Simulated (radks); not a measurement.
Values are calculated unless marked as measured or tabulated.
Removal energies from the sulfur ion S6+, [Ne], by Delta-SCF beside the eigenvalue of the level emptied. Code: a radial shooting solver on a logarithmic mesh with Libxc functionals. Model: scalar-relativistic Kohn-Sham, PBEsol, spin-polarised, spherical densities, finite nucleus; Fermi nuclear charge, rms radius of each element as measured or else 0.836 A^(1/3) + 0.57 fm. Open shells are filled with parallel spins first.

removed from  final configuration  Delta-SCF (eV)  -eigenvalue (eV)
2p                   [He] 2s2 2p5          281.15            257.88
2s                   [He] 2s1 2p6          333.71            312.30
1s                    1s1 2s2 2p6          2588.8            2508.5
